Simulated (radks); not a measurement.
Results of a calculation; reference values are marked as such.
Effect of the nuclear size on neutral antimony, [Kr] 4d10 5s2 5p3. Code: a radial shooting solver on a logarithmic mesh with Libxc functionals. Model: Dirac Kohn-Sham, relativistic LDA (MacDonald-Vosko exchange, VWN5 correlation), spin-unpolarised, spherical densities, finite nucleus; open shells fill j = l - 1/2 first; Fermi nuclear charge, rms radius 4.6802 fm. The rms radius is varied about that value; shifts are against it.

rms radius (fm)	total energy shift (eV)	density at nucleus (e/bohr^3)	1s1/2 shift (meV)	2s1/2 shift (meV)	4p1/2 shift (meV)	5s1/2 shift (meV)	5p1/2 shift (meV)	5p3/2 shift (meV)
4.2028	-0.888	2.101e+05	-370	-42.8	0.136	-0.169	0.024	0.024
4.4602	-0.419	2.081e+05	-175	-20.2	0.064	-0.080	0.011	0.012
4.6802	0	2.065e+05	0.000	0.000	0.000	0.000	0.000	0.000
5.0827	0.811	2.038e+05	338	39.1	-0.124	0.155	-0.022	-0.022
5.7941	2.38	1.996e+05	992	115	-0.364	0.454	-0.064	-0.066

Slopes of the eigenvalues against <r^2> in GHz/fm^2, as finite differences over the two radii next to the reference (eigenvalue slopes, not the field-shift constants of lines): 1s1/2 20900, 2s1/2 2410, 4p1/2 -7.66, 5s1/2 9.55, 5p1/2 -1.36, 5p3/2 -1.38.
